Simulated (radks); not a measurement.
Task: Species: Cd XVIII. Configuration: [Ar] 3d10 4s2 4p1. All-electron calculation, Dirac Kohn-Sham, PBE, spin-unpolarised, spherical densities, point nucleus; open shells are shared between the two j in proportion to 2j + 1. Program: a radial shooting solver on a logarithmic mesh with Libxc functionals. Some entries of the table are withheld. Estimate them.

orbital      occ.  eigenvalue (hartree)  <r> (bohr)  <1/r> (bohr^-1)
1s1/2           2             -990.8567     0.03039            50.65
2s1/2           2             -160.9668      0.1311            11.71
2p1/2           2             -151.0409         (1)            11.68
2p3/2           4             -143.9521         (2)            10.95
3s1/2           2             -42.58522      0.3546            4.149
3p1/2           2             -38.61006      0.3452            4.060
3p3/2           4             -37.31288      0.3557            3.881
3d3/2           4             -30.32486      0.3257            3.732
3d5/2           6             -30.05694      0.3290            3.685
4s1/2           2                   (3)      0.7731            1.834
4p1/2    0.333333             -16.04178      0.7904            1.765
4p3/2    0.666667             -15.71184      0.8068            1.714
4d3/2           0             -13.29682      0.8373            1.587
4d5/2           0             -13.23259      0.8420            1.575
5s1/2           0              -9.54721       1.369            1.036

Result: 
(1) 2p1/2 <r> (bohr): 0.1111
(2) 2p3/2 <r> (bohr): 0.1162
(3) 4s1/2 eigenvalue (hartree): -17.49781
